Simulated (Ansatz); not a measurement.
FH₂O₂SV (`[OH][V]([OH])([F])=[S]`), charge 0, multiplicity 1.

Task: Give a relaxed structure at PBE0-D4/def2-TZVP (the Gaussian-basis code of Ansatz). (Best estimate.)

Result: Computed: 
Cartesian coordinates in Å:
```
O 0.449 -1.055 1.151
V -0.074 0.279 0.157
O -1.250 -0.302 -0.993
F -0.795 1.491 1.153
S 1.491 1.052 -0.811
H 1.368 -1.299 1.286
H -1.189 -0.165 -1.943
```
Point group Cs.
